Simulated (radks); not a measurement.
Problem. The mean radii <r> (bohr) of the occupied orbitals of an atom or ion are listed with their occupations. Method: scalar-relativistic Kohn-Sham, HCTH/407, spin-polarised, spherical densities, finite nucleus; Fermi nuclear charge, rms radius of each element as measured or else 0.836 A^(1/3) + 0.57 fm; computed with a radial shooting solver on a logarithmic mesh with Libxc functionals.

| orbital | occ. | <r> |
|---|---|---|
| 1s up | 1 | 0.02667 |
| 1s down | 1 | 0.02667 |
| 2s up | 1 | 0.1146 |
| 2s down | 1 | 0.1146 |
| 2p up | 3 | 0.1003 |
| 2p down | 3 | 0.1003 |
| 3s up | 1 | 0.3062 |
| 3s down | 1 | 0.3062 |
| 3p up | 3 | 0.3041 |
| 3p down | 3 | 0.3041 |
| 3d up | 5 | 0.2804 |
| 3d down | 5 | 0.2803 |
| 4s up | 1 | 0.7155 |
| 4s down | 1 | 0.7155 |
| 4p up | 3 | 0.7628 |
| 4p down | 3 | 0.7621 |
| 4d up | 5 | 0.8711 |
| 4d down | 5 | 0.8646 |
| 5s up | 1 | 1.741 |
| 5s down | 1 | 1.763 |
| 5p up | 3 | 1.980 |

Name the element and its charge. Open shells, if any, are filled with parallel spins first.

Solution. Z = 54, xenon, charge +3: Xe3+ in [Kr] 4d10 5s2 5p3. The 1s radius gives Z: for a bare nucleus <r> = (2 gamma + 1)/(2Z) with gamma = sqrt(1 - (Z/c)^2), 0.02628 bohr for Z = 54, and screening makes it slightly larger (0.02667 here). The occupations add up to 51, and the charge is Z minus that.
